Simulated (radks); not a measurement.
Ce XL, configuration [Ar] 3d1. Calculated with a radial shooting solver on a logarithmic mesh with Libxc functionals: Dirac Kohn-Sham, BLYP, spin-unpolarised, spherical densities, finite nucleus; open shells fill j = l - 1/2 first; Fermi nuclear charge, rms radius 4.8771 fm.

Radial electron density D(r) = 4 pi r^2 rho(r):

| r (bohr) | D(r) (e/bohr) |
|---|---|
| 0.001487 | 5.434 |
| 0.001663 | 6.523 |
| 0.001845 | 7.711 |
| 0.002064 | 9.209 |
| 0.002309 | 10.97 |
| 0.002562 | 12.86 |
| 0.002865 | 15.20 |
| 0.003205 | 17.90 |
| 0.003556 | 20.75 |
| 0.003977 | 24.21 |
| 0.004449 | 28.08 |
| 0.004936 | 32.04 |
| 0.005521 | 36.68 |
| 0.006127 | 41.29 |
| 0.006853 | 46.52 |
| 0.007665 | 51.90 |
| 0.008505 | 56.91 |
| 0.009513 | 62.13 |
| 0.01064 | 66.97 |
| 0.01181 | 70.89 |
| 0.01321 | 74.30 |
| 0.01477 | 76.63 |
| 0.01639 | 77.72 |
| 0.01833 | 77.67 |
| 0.02034 | 76.60 |
| 0.02275 | 74.58 |
| 0.02545 | 72.13 |
| 0.02824 | 69.99 |
| 0.03158 | 68.50 |
| 0.03533 | 68.50 |
| 0.0392 | 70.25 |
| 0.04384 | 74.12 |
| 0.04865 | 79.22 |
| 0.05441 | 85.43 |
| 0.06086 | 90.99 |
| 0.06753 | 94.09 |
| 0.07554 | 93.82 |
| 0.08449 | 88.99 |
| 0.09375 | 80.61 |
| 0.1049 | 68.77 |
| 0.1173 | 56.40 |
| 0.1301 | 46.84 |
| 0.1456 | 40.63 |
| 0.1615 | 39.24 |
| 0.1807 | 41.35 |
| 0.2021 | 44.62 |
| 0.2242 | 46.03 |
| 0.2508 | 43.76 |
| 0.2805 | 37.29 |
| 0.3113 | 28.76 |
| 0.3482 | 19.09 |
| 0.3894 | 10.95 |
| 0.4321 | 5.674 |
| 0.4833 | 2.368 |
| 0.5363 | 0.8895 |
| 0.5998 | 0.2547 |
| 0.6709 | 0.05853 |
| 0.7444 | 0.01207 |
| 0.8327 | 0.001682 |

D(r) has 3 maxima, at r = 0.0172, 0.0709, 0.224 bohr, and minima at 0.0334, 0.159 bohr, inside which lie 2.03, 10.62 electrons.
